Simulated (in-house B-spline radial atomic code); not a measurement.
Configurations of Ni⁵⁺, with energies counted from [Ar] 3d5. Computed with an all-electron radial atomic-structure program (B-spline basis): scalar-relativistic (X2C) r2SCAN0, spin-polarised, spherical fractional occupations, exact exchange averaged over the configuration, Fermi nucleus of rms radius 3.7757 fm. Shells without spins written out take the highest spin.

Occupations are held fixed; configurations that lie above the ionisation limit could autoionise.

```
       configuration  E - E(ref) (eV)  highest orbital  its <r> (bohr)
        [Ar] 3d4 4p1           48.362            4p up            1.95
    [Ne] 3s2 3p5 3d6           67.153          3d down          0.8098
        [Ar] 3d4 4f1           76.845            4f up           2.818
[Ne] 3s2 3p5 3d5 4f1           134.03            4f up           2.802
```

(1) Order these further configurations by energy, lowest first.
A. [Ne] 3s2 3p5 3d5 4p1
B. [Ne] 3s2 3p5 3d5 4d1
C. [Ar] 3d4 4s1
D. [Ne] 3s2 3p5 3d5 4s1

## Answers

(1) C (37.241 eV), D (94.18 eV), A (105.36 eV), B (121.45 eV).
